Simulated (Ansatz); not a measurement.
`FC(F)(F)c1cnc(-c2cnc(-c3cnc(-c4cnc(C(F)(F)F)nc4)nc3)nc2)nc1` with charge -1. Total charge -1; doublet. Geometry r2SCAN-D4/def2-SVP, that of the neutral singlet; atoms count from 1.

```
atom   x (Å)   y (Å)   z (Å)
  F1  -1.149   9.113  -2.287
  C2  -1.615   8.663  -1.111
  F3  -1.011   9.375  -0.144
  F4  -2.927   8.940  -1.050
  C5  -1.360   7.194  -0.951
  C6  -2.200   6.380  -0.182
  N7  -1.958   5.086  -0.007
  C8  -0.866   4.581  -0.607
  C9  -0.593   3.148  -0.414
 C10  -1.427   2.326   0.364
 N11  -1.186   1.032   0.538
 C12  -0.097   0.527  -0.067
 C13   0.173  -0.908   0.121
 C14   1.285  -1.542  -0.462
 N15   1.532  -2.836  -0.294
 C16   0.667  -3.529   0.466
 C17   0.938  -4.966   0.656
 C18   0.099  -5.786   1.429
 N19   0.346  -7.083   1.608
 C20   1.439  -7.557   1.013
 C21   1.698  -9.049   1.181
 F22   2.999  -9.333   1.097
 F23   1.248  -9.495   2.356
 F24   1.064  -9.732   0.210
 N25   2.301  -6.894   0.246
 C26   2.049  -5.597   0.070
 N27  -0.424  -3.026   1.067
 C28  -0.664  -1.731   0.895
 N29   0.766   1.220  -0.830
 C30   0.518   2.513  -0.998
 N31  -0.006   5.275  -1.373
 C32  -0.256   6.568  -1.542
 H33  -3.097   6.794   0.296
 H34  -2.312   2.752   0.851
 H35   1.980  -0.962  -1.079
 H36  -0.792  -5.363   1.905
 H37   2.739  -5.020  -0.555
 H38  -1.550  -1.305   1.379
 H39   1.213   3.091  -1.618
 H40   0.437   7.136  -2.176
```

Single mean-field runs in def2-SVP are fitted with def2-universal-jkfit.

(1) Estimate the Mulliken populations of the heavy atoms from the PBE0/def2-SVP orbitals of Ansatz.

(2) Where does the spin sit?

(3) And the Mayer bond orders between heavy atoms (over 0.3)?

Answers

(1) 
| atom | charge (e) | spin (α − β) |
| --- | --- | --- |
| F1 | -0.19 | 0.00 |
| C2 | 0.61 | 0.00 |
| F3 | -0.19 | 0.00 |
| F4 | -0.19 | 0.00 |
| C5 | -0.32 | 0.13 |
| C6 | 0.11 | -0.01 |
| N7 | -0.17 | 0.04 |
| C8 | 0.03 | 0.11 |
| C9 | -0.13 | 0.07 |
| C10 | 0.09 | 0.05 |
| N11 | -0.17 | -0.01 |
| C12 | 0.02 | 0.17 |
| C13 | -0.11 | 0.01 |
| C14 | 0.09 | 0.07 |
| N15 | -0.17 | -0.03 |
| C16 | 0.02 | 0.17 |
| C17 | -0.10 | -0.03 |
| C18 | 0.10 | 0.07 |
| N19 | -0.17 | -0.03 |
| C20 | -0.13 | 0.11 |
| C21 | 0.63 | 0.00 |
| F22 | -0.18 | 0.00 |
| F23 | -0.18 | 0.00 |
| F24 | -0.20 | 0.00 |
| N25 | -0.16 | -0.03 |
| C26 | 0.09 | 0.07 |
| N27 | -0.17 | -0.03 |
| C28 | 0.09 | 0.07 |
| N29 | -0.17 | -0.01 |
| C30 | 0.09 | 0.05 |
| N31 | -0.17 | 0.04 |
| C32 | 0.11 | -0.01 |
Mulliken values depend strongly on the basis.

(2) Summed by element: F 0.01, C 1.10, N -0.09, H -0.02, of 1 unpaired in all. Largest on single atoms: C12 0.17, C16 0.17, C5 0.13.

(3) F1–C2 1.11 (1.34 Å); C2–F3 1.13 (1.34 Å); C2–F4 1.11 (1.34 Å); C2–C5 0.98 (1.50 Å); C5–C6 1.31 (1.40 Å); C5–C32 1.31 (1.40 Å); C6–N7 1.59 (1.33 Å); N7–C8 1.45 (1.34 Å); C8–C9 1.12 (1.47 Å); C8–N31 1.45 (1.34 Å); C9–C10 1.27 (1.41 Å); C9–C30 1.27 (1.41 Å); C10–N11 1.59 (1.33 Å); N11–C12 1.46 (1.34 Å); C12–C13 1.10 (1.47 Å); C12–N29 1.46 (1.34 Å); C13–C14 1.29 (1.41 Å); C13–C28 1.29 (1.41 Å); C14–N15 1.56 (1.33 Å); N15–C16 1.49 (1.34 Å); C16–C17 1.05 (1.47 Å); C16–N27 1.49 (1.34 Å); C17–C18 1.33 (1.41 Å); C17–C26 1.33 (1.41 Å); C18–N19 1.52 (1.33 Å); N19–C20 1.48 (1.33 Å); C20–C21 0.92 (1.52 Å); C20–N25 1.49 (1.33 Å); C21–F22 1.14 (1.33 Å); C21–F23 1.14 (1.33 Å); C21–F24 1.12 (1.35 Å); N25–C26 1.52 (1.33 Å); N27–C28 1.56 (1.33 Å); N29–C30 1.59 (1.33 Å); N31–C32 1.59 (1.33 Å).
